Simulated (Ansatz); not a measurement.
The cluster Si2F2, relaxed as a singlet with RKS B3LYP-D4/def2-TZVP in Ansatz, starting from the GFN1-xTB geometry. Force threshold 0.02 eV/Å.

The restricted singlet is unstable towards broken spin symmetry in Hartree–Fock (as tested in another run); at B3LYP-D4/def2-TZVP this wasn't settled. Another isomer (triplet) lies 0.70 eV lower at PBE0-D4/def2-TZVP; other spin states weren't run for this one.

Start:

Cartesian coordinates in Å:
```
Si 0.797 -0.164 0.756
Si -0.793 0.163 -0.755
F -0.613 1.300 -1.885
F 0.609 -1.300 1.884
```

| step | energy (eV) | largest force component (eV/Å) | SCF passes |
| --- | --- | --- | --- |
| 1 | -21192.7703 | 0.198 | 17 |
| 2 | -21192.7716 | 0.093 | 25 |
| 3 | -21192.7720 | 0.007 | 23 |

Force components are those of the run's own axes.

End:

```xyz
4

Si    0.799   -0.166    0.762
Si   -0.800    0.166   -0.762
F    -0.612    1.301   -1.887
F     0.612   -1.301    1.887
```

By distances, no bond broke or formed. The bond that changes most is Si1–Si2, from 2.22 to 2.23 Å (atoms count from 1).

No frequencies were taken in this run, so the end may be a saddle point.

It took 5 s on 4 threads of Arm Neoverse V1 on a shared host.
